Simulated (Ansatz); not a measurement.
Bond stretch in GeO, singlet.

Calculation: Ansatz (an electronic-structure program) with unrestricted PBE/cc-pVTZ.

The batch members p0 to p7 hold the bond at 1.29, 1.37, 1.46, 1.50, 1.57, 1.62, 1.68, 1.69 Å.

Ansatz input:

Ansatz 0.2 input:
```yaml
# input.yaml
basis:
  gaussian: { orbitals: cc-pvtz }
hamiltonian:
  xc: pbe
batch:
  members: [p0.yaml, p1.yaml, p2.yaml, p3.yaml, p4.yaml, p5.yaml, p6.yaml, p7.yaml]

# p4.yaml, one of the 8 members of this batch
crystal:
  periodic: [false, false, false]
  atoms:
    - { symbol: Ge, position_ang: [0.0, 0.0, 0.0] }
    - { symbol: O, position_ang: [0.0, 0.0, 1.57] }
total_charge: 0
magnetization:
  spin_polarized: true
```

Lines of the output on each member:

```
Member 1: Total energy: -58553.66260210 eV, -2151.8074115290 hartree
Member 0: Total energy: -58550.75205298 eV, -2151.7004508220 hartree
Member 2: Total energy: -58555.50071867 eV, -2151.8749610672 hartree
Member 3: Total energy: -58555.97639148 eV, -2151.8924417205 hartree
Member 4: Total energy: -58556.45121954 eV, -2151.9098913298 hartree
Member 5: Total energy: -58556.57966759 eV, -2151.9146117088 hartree
Member 6: Total energy: -58556.56662198 eV, -2151.9141322912 hartree
Member 7: Total energy: -58556.55031517 eV, -2151.9135330270 hartree
```

The unrestricted determinant behind UKS-PBE is spin-contaminated at 2.22 to 6.39 Å (<S²> up to 1.9, against 0.00 for a pure singlet).
